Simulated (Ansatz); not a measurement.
Relaxation of F$_{2}$H$_{5}$NOZr (10 atoms, charge 0, multiplicity 1), to a largest force component of 0.03 eV/Å in at most 50 steps.

Level of theory: RKS PBE-D4/def2-SVP (Ansatz).

```xyz
10
Properties=species:S:1:pos:R:3:forces:R:3
Zr -0.179 -0.023 0.047 -0.13 -0.15 1.33
O -0.383 -0.196 2.054 -0.02 0.29 -1.29
H -0.772 0.348 2.760 0.04 -0.04 -0.04
F 1.650 0.068 -0.558 -0.01 0.02 -0.01
F -0.997 1.566 -0.656 0.01 -0.01 0.01
N -1.110 -1.602 -0.827 -0.02 0.00 -0.01
H -1.474 -2.438 -0.353 0.00 0.03 -0.02
H -1.280 -1.703 -1.836 0.02 -0.01 0.04
H 1.370 -2.333 1.299 1.00 -1.06 -1.15
H 0.979 -1.917 1.745 -0.90 0.95 1.13
```

Where does it end, and by what steps?

The run converged. The force dipped under the threshold on the way, but the program's further checks kept it going. After 28 steps the energy has fallen by 0.165 eV; H9 moved furthest, 0.94 Å.

```json
{"step": "0", "energy less start (eV)": "0.0000", "largest force component (eV/Å)": "1.335", "accepted": "yes"}
{"step": "1", "energy less start (eV)": "-0.1135", "largest force component (eV/Å)": "0.151", "accepted": "yes"}
{"step": "2", "energy less start (eV)": "-0.1230", "largest force component (eV/Å)": "0.158", "accepted": "yes"}
{"step": "3", "energy less start (eV)": "-0.1299", "largest force component (eV/Å)": "0.215", "accepted": "yes"}
{"step": "4", "energy less start (eV)": "-0.1363", "largest force component (eV/Å)": "0.339", "accepted": "yes"}
{"step": "5", "energy less start (eV)": "-0.1324", "largest force component (eV/Å)": "0.634", "accepted": "no"}
{"step": "6", "energy less start (eV)": "-0.1470", "largest force component (eV/Å)": "0.201", "accepted": "yes"}
{"step": "7", "energy less start (eV)": "-0.1548", "largest force component (eV/Å)": "0.085", "accepted": "yes"}
{"step": "8", "energy less start (eV)": "-0.1597", "largest force component (eV/Å)": "0.159", "accepted": "yes"}
{"step": "9", "energy less start (eV)": "-0.1591", "largest force component (eV/Å)": "0.079", "accepted": "no"}
{"step": "10", "energy less start (eV)": "-0.1609", "largest force component (eV/Å)": "0.040", "accepted": "yes"}
{"step": "11", "energy less start (eV)": "-0.1601", "largest force component (eV/Å)": "0.325", "accepted": "no"}
{"step": "12", "energy less start (eV)": "-0.1612", "largest force component (eV/Å)": "0.024", "accepted": "yes"}
{"step": "13", "energy less start (eV)": "-0.1614", "largest force component (eV/Å)": "0.043", "accepted": "yes"}
{"step": "14", "energy less start (eV)": "-0.1617", "largest force component (eV/Å)": "0.050", "accepted": "yes"}
{"step": "15", "energy less start (eV)": "-0.1620", "largest force component (eV/Å)": "0.124", "accepted": "yes"}
{"step": "16", "energy less start (eV)": "-0.1624", "largest force component (eV/Å)": "0.043", "accepted": "yes"}
{"step": "17", "energy less start (eV)": "-0.1627", "largest force component (eV/Å)": "0.018", "accepted": "yes"}
{"step": "18", "energy less start (eV)": "-0.1622", "largest force component (eV/Å)": "0.211", "accepted": "no"}
{"step": "19", "energy less start (eV)": "-0.1629", "largest force component (eV/Å)": "0.081", "accepted": "yes"}
{"step": "20", "energy less start (eV)": "-0.1631", "largest force component (eV/Å)": "0.135", "accepted": "yes"}
{"step": "21", "energy less start (eV)": "-0.1637", "largest force component (eV/Å)": "0.057", "accepted": "yes"}
{"step": "22", "energy less start (eV)": "-0.1640", "largest force component (eV/Å)": "0.019", "accepted": "yes"}
{"step": "23", "energy less start (eV)": "-0.1644", "largest force component (eV/Å)": "0.033", "accepted": "yes"}
{"step": "24", "energy less start (eV)": "-0.1643", "largest force component (eV/Å)": "0.122", "accepted": "no"}
{"step": "25", "energy less start (eV)": "-0.1646", "largest force component (eV/Å)": "0.039", "accepted": "yes"}
{"step": "26", "energy less start (eV)": "-0.1647", "largest force component (eV/Å)": "0.087", "accepted": "yes"}
{"step": "27", "energy less start (eV)": "-0.1649", "largest force component (eV/Å)": "0.036", "accepted": "yes"}
{"step": "28", "energy less start (eV)": "-0.1651", "largest force component (eV/Å)": "0.007", "accepted": "yes"}
```

```xyz
10
Properties=species:S:1:pos:R:3
Zr -0.318 0.064 -0.111
O -0.496 -0.180 1.794
H -0.451 -0.080 2.755
F 1.503 0.090 -0.746
F -1.092 1.721 -0.723
N -1.299 -1.488 -0.986
H -1.826 -2.228 -0.508
H -1.350 -1.663 -1.997
H 1.854 -2.489 2.086
H 1.280 -1.978 2.111
```

Whether the end is a true minimum wasn't checked by a vibrational analysis.

The run took 85 s on 2 threads of Arm Neoverse V1, on a shared host, peak memory 0.12 GiB.
